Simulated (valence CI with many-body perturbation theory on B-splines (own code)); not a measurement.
## Zr18+: M1 decay

Method: valence CI with perturbative core correlation (CI+MBPT): four valence electrons over a frozen Dirac-Fock core [Ar], a basis of 9 s, 9 p, 10 d, 8 f, 5 g, 3 h, 1 i functions for each j, with the one-electron correlation potential Σ1, the two-electron term Σ2, the three-electron term Σ3, Breit, model QED; selected CI, second order for the rest (own B-spline code, finite nucleus).

No measured spectrum was set against this ion. As an estimate, terms of the open shell hold to 2 to 4 % of their energy, and close levels can change places. Core correlation moves these levels by up to 9100 cm⁻¹, and in measured spectra 5 to 20 % of such shifts remained as error; rates that hang on mixing are uncertain with them. Only levels of the ground parity were solved; by the run's estimate the other parity begins above the list, which can be wrong where configurations are misplaced.

Lines 51 to 100 of 120 in falling wavelength, among levels below 363890 cm⁻¹, chosen from the decays that carry over 1 % of a level's rate. Wavelengths and rates use the calculated energies, so an error of 2000 cm⁻¹ moves a line at 1941 Å by 3.9 % and its rate by three times that or more. S is in atomic units (e²a₀⁴ for E2 and M2, e²a₀⁶ for E3), for M1 in squared Bohr magnetons. Weak lines are less certain than strong ones. Lines between different terms over intervals too small for the method are left out, as are lines whose strength nearly cancels.

Names give the largest LS component (configuration and term), which can be under half, so a name can repeat, a term be missing and a line seem to break the LS rules; names also repeat where a configuration has a term twice. Letters in brackets count levels of one name in rising energy.

```csv
λ vac (Å),Upper,Lower,Type,A (s⁻¹),S (a.u.)
1941,3d4 1D_2 [a],3d4 3P_2 [a],M1,1.83e+02,2.48e-01
1885,3d4 3H_5,3d4 5D_4,M1,1.12e+01,3.07e-02
1854,3d4 3G_3,3d4 5D_4,M1,2.67e+01,4.42e-02
1819,3d4 3P_0 [a],3d4 5D_1,M1,1.59e+03,3.54e-01
1790,3d4 1G_4 [a],3d4 3H_5,M1,1.22e+02,2.34e-01
1752,3d4 1F_3,3d4 3F_3 [a],M1,2.42e+01,3.38e-02
1709,3d4 3F_3 [b],3d4 1G_4 [a],M1,1.27e+02,1.64e-01
1693,3d4 1S_0 [a],3d4 3P_1 [a],M1,1.45e+03,2.61e-01
1653,3d4 1F_3,3d4 3G_4,M1,8.56e+01,1.00e-01
1645,3d4 3G_3,3d4 5D_3,M1,2.98e+02,3.45e-01
1627,3d4 3P_2 [b],3d4 3D_2,M1,2.15e+02,1.72e-01
1625,3d4 1F_3,3d4 3P_2 [a],M1,7.00e+01,7.80e-02
1568,3d4 3F_2 [a],3d4 5D_3,M1,1.84e+01,1.31e-02
1563,3d4 3D_1,3d4 3P_0 [a],M1,2.91e+02,1.23e-01
1537,3d4 3F_4 [a],3d4 5D_4,M1,3.60e+02,4.36e-01
1504,3d4 3P_2 [b],3d4 3D_3,M1,1.21e+01,7.61e-03
1496,3d4 1D_2 [a],3d4 3F_2 [a],M1,1.27e+02,7.88e-02
1494,3d4 3P_1 [a],3d4 5D_2,M1,1.08e+03,4.02e-01
1485,3d4 3F_2 [b],3d4 3D_1,M1,2.11e+02,1.28e-01
1472,3d4 1G_4 [a],3d4 3H_4,M1,3.41e+01,3.63e-02
1466,3d4 3G_3,3d4 5D_2,M1,1.45e+02,1.19e-01
1455,3d4 1F_3,3d4 3F_4 [a],M1,5.03e+01,4.02e-02
1432,3d4 1D_2 [a],3d4 3G_3,M1,3.20e+02,1.74e-01
1406,3d4 1D_2 [a],3d4 3P_1 [a],M1,1.30e+02,6.70e-02
1405,3d4 3F_2 [a],3d4 5D_2,M1,2.81e+02,1.45e-01
1391,3d4 3F_4 [a],3d4 5D_3,M1,1.06e+02,9.54e-02
1387,3d4 3F_4 [b],3d4 3D_3,M1,2.84e+02,2.53e-01
1386,3d4 3F_2 [b],3d4 3D_2,M1,2.22e+02,1.10e-01
1364,3d4 3G_4,3d4 5D_4,M1,1.32e+02,1.12e-01
1334,3d4 3F_4 [b],3d4 3G_5,M1,1.38e+02,1.09e-01
1304,3d4 3F_3 [a],3d4 5D_4,M1,6.47e+01,3.72e-02
1296,3d4 3F_2 [b],3d4 3D_3,M1,3.07e+01,1.24e-02
1270,3d4 3F_2 [a],3d4 5D_1,M1,2.28e+02,8.64e-02
1264,3d4 3P_2 [a],3d4 5D_3,M1,3.05e+02,1.14e-01
1252,3d4 1F_3,3d4 3G_3,M1,1.21e+02,6.15e-02
1248,3d4 3G_4,3d4 5D_3,M1,7.71e+01,5.00e-02
1235,3d4 3P_1 [a],3d4 5D_0,M1,1.34e+01,2.81e-03
1210,3d4 3F_4 [b],3d4 3F_3 [a],M1,1.06e+02,6.24e-02
1197,3d4 3F_3 [a],3d4 5D_3,M1,1.95e+02,8.68e-02
1184,3d4 3G_5,3d4 5D_4,M1,1.93e+01,1.31e-02
1156,3d4 3P_2 [a],3d4 5D_2,M1,7.79e+00,2.23e-03
1145,3d4 3D_3,3d4 5D_4,M1,3.28e+02,1.28e-01
1140,3d4 3F_2 [b],3d4 3F_3 [a],M1,5.83e+02,1.60e-01
1099,3d4 3F_3 [a],3d4 5D_2,M1,9.11e+01,3.14e-02
1085,3d4 3F_2 [b],3d4 3P_2 [a],M1,3.99e+01,9.43e-03
1078,3d4 1F_3,3d4 3H_4,M1,8.54e+01,2.78e-02
1063,3d4 3P_2 [a],3d4 5D_1,M1,2.51e+01,5.59e-03
1062,3d4 3D_3,3d4 5D_3,M1,9.49e+01,2.95e-02
1060,3d4 3F_4 [b],3d4 3F_4 [a],M1,3.54e+02,1.41e-01
1009,3d4 3D_2,3d4 5D_3,M1,6.50e+02,1.24e-01
```
